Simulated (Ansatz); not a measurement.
Gas-phase reaction in SMILES: Cl[SiH](Cl)Cl [trichlorosilane] → Cl[SiH]Cl + Cl atom (the Cl-Si bond at the site shown breaks; other sites are not compared here)
Each molecule is optimised on its own at B3LYP-D3(BJ)/def2-TZVP (Ansatz, a quantum-chemistry and plane-wave program).

Property: bond dissociation energy (electronic energy difference), in kcal/mol. Valence correlation only, unless marked. UHF or UKS for open shells. No spin-orbit coupling. No relativistic terms. Basis-set limits of correlation are two-point, X^-3; Hartree-Fock from the larger set. [CCSD(T)-MP2]/basis is that difference in the basis named.

| level | program | bond dissociation energy (kcal/mol) |
|---|---|---|
| HF/cc-pV(D+d)Z | Ansatz | 81.5 |

Task: What does RI-MP2/CBS(aug-cc-pV(T+d)Z,aug-cc-pV(Q+d)Z)+[CCSD(T)-MP2]/aug-cc-pV(T+d)Z (Ansatz) give?

Result: 113.8 kcal/mol, so HF/cc-pV(D+d)Z differs from it by -32.3 kcal/mol.
